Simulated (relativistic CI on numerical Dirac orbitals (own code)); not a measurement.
## Hf⁵⁰⁺: sensitivity of the levels to the model

Base calculation: Dirac-Coulomb-Breit CI, orbitals from a KLI potential per configuration, model QED, unscaled Slater integrals.

CI space (outside the closed core [Ne]): 3s2 3p6 3d4, 3s2 3p5 3d5, 3s 3p6 3d5, 3s2 3p6 3d3 4s, 3s2 3p6 3d3 4p, 3s2 3p6 3d3 4d, 3s2 3p5 3d4 4s, 3s2 3p6 3d3 4f, 3s 3p6 3d4 4s, 3p6 3d5 4p, 3p6 3d6, 3p5 3d7, 3p5 3d6 4s, 3p6 3d5 4s, 3p5 3d5 4s2, 3s2 3p6 3d2 4s2, 3s2 3p6 3d 4s2 4p, 3s2 3p6 3d 4s2 4d. Double excitations out of closed p, d and f shells are left out; levels of such configurations are missing from the list, as are those of other unlisted configurations, and high levels can miss mixing partners.

Variants: (1) only the first 3 configurations; (2) only the first configuration. Shifts of the energy above 3s2 3p6 3d4 3P_0, in cm⁻¹, for the lowest level and the first level of each name with at least 55 % of one term (blank where a level changes its place among those of its configuration and J or its character, or is not in the variant):

```json
{"Level": "3s2 3p6 3d4 3P_0", "Base": "0", "Δ(1)": "0", "Δ(2)": "0"}
{"Level": "3s2 3p6 3d4 5D_1", "Base": "442260", "Δ(1)": "-558", "Δ(2)": "-1465"}
{"Level": "3s2 3p6 3d4 5D_0", "Base": "956290", "Δ(1)": "-758", "Δ(2)": "+170"}
{"Level": "3s2 3p6 3d4 3H_5", "Base": "1022709", "Δ(1)": "-1108", "Δ(2)": "-2688"}
{"Level": "3s2 3p6 3d4 3G_5", "Base": "1551890", "Δ(1)": "-1077", "Δ(2)": "-1554"}
{"Level": "3s2 3p6 3d4 1S_0", "Base": "1709158", "Δ(1)": "-462", "Δ(2)": "+8711"}
{"Level": "3s2 3p6 3d4 1G_4", "Base": "1766975", "Δ(1)": "+173", "Δ(2)": "-595"}
```

At this charge energies of transitions that change n are usually good to better than 1 %, and those within a shell (Δn = 0) to a few per cent.

Ionisation energy from the two ground configurations alone: base 4572.25 eV. The NIST ASD value (theoretical) is 4573 eV.

LS names give the leading component of a level, which can be under half, so a name can repeat, a term be missing and a line seem to break the LS rules.
